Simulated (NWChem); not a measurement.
CuNH$_{4}$; SMILES [NH3]->[CuH]

B3LYP is NWChem's, with the RPA form of VWN correlation.

### Question
Give the equilibrium geometry at B3LYP/6-31G* (spherical d) (NWChem) as an XYZ file, with the point group.

### Answer
point group C3v; any orientation.
```
6

Cu     0.0000     0.0000    -0.4372
H      0.0000     0.0000    -1.9272
N      0.0000     0.0000     1.4325
H     -0.8987    -0.2933     1.8288
H      0.1953     0.9250     1.8288
H      0.7034    -0.6317     1.8288
```
